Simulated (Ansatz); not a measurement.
Gas-phase electronic energies from Ansatz, PBE0-D4/def2-TZVP geometries. CCSD(T)/CBS adds triple-zeta CCSD(T) − MP2 to the extrapolated MP2 energy (def2 sets, frozen cores). This one scheme is used for every species. Functionals use def2-TZVPP. For Ge outer-core shells are correlated without core-valence functions, which leaves a few kJ/mol of doubt a bond. Scalar relativity is left out up to krypton. One conformer a species, not always the lowest.

Reaction (ligand exchange at a Ge–C bond): `[CH3][GeH2][SiH2]Cl` + HCl → `Cl[SiH2][GeH2][Cl]` + CH₄

```csv
level,ΔE (eV)
PBE0-D4,-0.91
MP2/def2-QZVPP,-0.88
```

What does CCSD(T)/CBS give? (Estimate.)

The calculation gave: -0.86 eV. The listed levels differ from it by -0.05, -0.02 eV.

Largest T1 diagnostic among the species: 0.010.

In def2-TZVPP, CCSD(T) changes the Hartree–Fock value by +0.23 eV (the triples alone add +0.01 eV) and MP2 by +0.21 eV.
